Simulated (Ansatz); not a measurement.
Input and output for F2H6O8Si2Sn, SMILES `O[Si](O)(O)[O][Sn]([F])([F])[O][Si](O)(O)O`.

```yaml
crystal:
  periodic: [false, false, false]
  atoms:
    - {symbol: O, position_ang: [-2.378257, 2.415871, -1.414544]}
    - {symbol: Si, position_ang: [-1.523890, 1.166190, -0.855543]}
    - {symbol: O, position_ang: [-1.030779, 0.276808, -2.113482]}
    - {symbol: O, position_ang: [-0.221969, 1.661223, 0.086387]}
    - {symbol: O, position_ang: [-2.299464, 0.375711, 0.341896]}
    - {symbol: Sn, position_ang: [-1.048160, 0.265205, 1.837298]}
    - {symbol: F, position_ang: [-1.971785, -0.879656, 3.034986]}
    - {symbol: F, position_ang: [-0.717017, 1.736116, 2.972879]}
    - {symbol: O, position_ang: [0.546335, -0.803634, 1.519219]}
    - {symbol: Si, position_ang: [1.472289, -1.163359, 0.258874]}
    - {symbol: O, position_ang: [2.593097, -2.271996, 0.643740]}
    - {symbol: O, position_ang: [2.108149, 0.251067, -0.293546]}
    - {symbol: O, position_ang: [0.631913, -1.759726, -1.025791]}
    - {symbol: H, position_ang: [-2.414685, 2.532014, -2.364692]}
    - {symbol: H, position_ang: [-0.517645, -0.521987, -1.914172]}
    - {symbol: H, position_ang: [0.690453, 1.507159, -0.211033]}
    - {symbol: H, position_ang: [2.897347, -2.301288, 1.552354]}
    - {symbol: H, position_ang: [2.750839, 0.198063, -1.003677]}
    - {symbol: H, position_ang: [0.391427, -2.688281, -0.994655]}
basis:
  gaussian: {orbitals: def2-SVP}
hamiltonian: {xc: {name: BHLYP}, dispersion: d3bjatm}
```

```sh
$ ansatz run in.yaml --threads 11 --pin off --events-out ev --progress --plain --max-ram 120832MiB --backend cpu
```

It prints (some lines left out):

```
Functional definition: BHLYP
2261 factors; integrals over basis functions are off by at most 1.2e-3 eV
mean field evaluation 1: about -43452.4766 eV, gradient 1.1e2 eV
mean field evaluation 2: about -43449.6049 eV, gradient 1.2e2 eV
mean field evaluation 4: about -43473.0440 eV, gradient 3.6e0 eV
mean field evaluation 8: about -43473.5966 eV, gradient 3.9e-1 eV
mean field evaluation 16: about -43473.5976 eV, gradient 5.0e-4 eV
mean field -43473.59759066 eV, -1597.6252439941 hartree, gradient 4.6e-5 eV, S^2 0.000000; 0 other end points of the search recorded, 0 dependent functions left out
reference -43473.59781604 eV, -1597.6252522766 hartree; 69, 69 occupied and 163, 163 virtual orbitals, 2261 factors
Total energy: -43474.53254243 eV, -1597.6596028377 hartree
```

Run time 3.1 s (11 threads of an AMD EPYC 7R13 on a shared host); peak host memory 1 GiB.
